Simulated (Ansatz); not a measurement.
Input for Ansatz (an electronic-structure program): U-wB97X-V/cc-pVTZ on CH5GeN (SMILES [CH3][Ge][NH2]), a point of a bond scan (R = 1.200 Å).

Ansatz 0.2 input:
```yaml
crystal:
  periodic: [false, false, false]
  atoms:
    - {symbol: Ge, position_ang: [-0.21703830, -0.01007012, 0.44524688]}
    - {symbol: C, position_ang: [0.73026279, 1.39571344, -0.65095540]}
    - {symbol: H, position_ang: [0.35677862, 2.49694304, -0.35372855]}
    - {symbol: H, position_ang: [0.59421149, 1.25013447, -1.72469069]}
    - {symbol: H, position_ang: [1.80124161, 1.34067309, -0.42974829]}
    - {symbol: N, position_ang: [-0.03643845, -1.35482851, -0.78605328]}
    - {symbol: H, position_ang: [0.40264891, -1.26537759, -1.69147724]}
    - {symbol: H, position_ang: [-0.37011551, -2.29049868, -0.61312951]}
basis:
  gaussian:
    orbitals: cc-pVTZ
hamiltonian:
  xc: {name: wB97X-V}
magnetization: {spin_polarized: true, initial_magnetization: 0}
```

Output:

```
WARN ansatz: RAYON_NUM_THREADS=1 ignored (pool sized by the plan → 1); use --threads N
Functional definition: wB97X-V
integrals: 0.12 GiB planned
1046 factors; their error is unknown
integrals: 0.15 GiB planned
242 factors; integrals over basis functions are off by at most 8.5e-6 eV
mean field: 1.41 GiB planned
mean field evaluation 1: about -59115.7771 eV, gradient 4.1e1 eV
mean field evaluation 2: about -59114.9763 eV, gradient 4.3e1 eV
mean field evaluation 4: about -59122.5914 eV, gradient 1.8e0 eV
mean field evaluation 8: about -59122.6131 eV, gradient 1.2e-1 eV
mean field evaluation 16: about -59122.7420 eV, gradient 2.9e-4 eV
mean field -59122.74200203 eV, -2172.7206937407 hartree, gradient 2.2e-5 eV, S^2 0.000000; 0 other end points of the search recorded, 0 dependent functions left out
reference -59122.74200029 eV, -2172.7206936767 hartree; 25, 25 occupied and 148, 148 virtual orbitals, 1046 factors
Total energy: -59122.74200029 eV, -2172.7206936767 hartree
```

The calculation finished and met its thresholds.

Cost: very roughly 22 core-seconds.
